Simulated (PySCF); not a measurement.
AlF2, SMILES [F][Al][F], multiplicity 2. Atoms are numbered in the order given.

```xyz
3

Al     0.0000     0.0000     0.4856
F      0.0000    -1.4260    -0.3507
F      0.0000     1.4260    -0.3507
```
Charge 0, spin multiplicity 2.

Geometry optimised at ωB97X-D3(BJ)/def2-TZVP. The spin state was assumed, not searched. The isomer is the one that the SMILES or the coordinates give; other isomers of the formula were not compared.

These are PBE/pcH-1 (PySCF) values and carry that method's errors.

Unrestricted Kohn–Sham, ⟨S²⟩ = 0.751. Hyperfine tensors hold the contact and dipolar terms, without spin-orbit corrections.

Computed hyperfine couplings:
```csv
nucleus,A(iso) (MHz),A(iso) (G),dipolar principal values (MHz)
27Al no. 1,1547.6,552.2,"-36.8, -34.7, 71.5"
19F no. 2,353.2,126.0,"-154.6, -126.5, 281.1"
19F no. 3,353.2,126.0,"-154.6, -126.5, 281.1"
```

Task: And the g tensor (effective nuclear charges for spin-orbit coupling, GIAO)? (An estimate is asked for; the answer gives what the named calculation found.)

Result: principal values 1.9979, 2.0008, 2.0012; isotropic 2.0000.
